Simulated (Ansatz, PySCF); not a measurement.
Noncovalent pair: H2O (SMILES O) (first 3 atoms) with CH2F2 (SMILES FCF); geometry from B3LYP-D3(BJ)/def2-TZVP.
(charge 0, multiplicity 1):
```json
[
 {"atom": "O", "x (Å)": "0.2460", "y (Å)": "0.2889", "z (Å)": "-0.0521"},
 {"atom": "H", "x (Å)": "0.3821", "y (Å)": "-0.4711", "z (Å)": "-0.6265"},
 {"atom": "H", "x (Å)": "-0.5411", "y (Å)": "0.0841", "z (Å)": "0.4667"},
 {"atom": "F", "x (Å)": "0.6880", "y (Å)": "-0.7051", "z (Å)": "3.7462"},
 {"atom": "C", "x (Å)": "0.2916", "y (Å)": "0.4397", "z (Å)": "3.1272"},
 {"atom": "F", "x (Å)": "-0.9607", "y (Å)": "0.2261", "z (Å)": "2.6023"},
 {"atom": "H", "x (Å)": "0.9694", "y (Å)": "0.6568", "z (Å)": "2.3031"},
 {"atom": "H", "x (Å)": "0.2139", "y (Å)": "1.2339", "z (Å)": "3.8702"}
]
```

Basis-set superposition error: the interaction energy with monomers in their own basis, and in the dimer's basis (counterpoise).

Run with Ansatz (Gaussian basis) for Hartree–Fock, density functionals and correlated methods; PySCF for 6-31G* rows, M06-2X. Values without a source in brackets are computed.

| level | uncorrected (kcal/mol) | counterpoise (kcal/mol) | difference |
|---|---|---|---|
| HF/aug-cc-pVDZ | -2.56 | -2.18 | 0.38 |
| HF/aug-cc-pVQZ | -2.15 | -2.08 | 0.07 |
| BHLYP/def2-TZVPPD | -3.21 | -3.17 | 0.04 |
| M06-2X/def2-TZVPPD | -3.81 | -3.75 | 0.06 |
| wB97M-V/def2-TZVPPD | -3.53 | -3.48 | 0.05 |
| B2PLYP/def2-TZVPPD | -3.04 | -2.87 | 0.17 |
| MP2/6-31G* | -5.64 | -2.56 | 3.09 |
| MP2/aug-cc-pVDZ | -3.92 | -3.01 | 0.91 |
| SCS-MP2/aug-cc-pVDZ | -3.56 | -2.63 | 0.93 |
| CCSD/aug-cc-pVDZ | -3.83 | -2.93 | 0.90 |

The error is largest for MP2/6-31G* (3.09 kcal/mol) and smallest for BHLYP/def2-TZVPPD (0.04 kcal/mol).

Ansatz is a first-principles code.
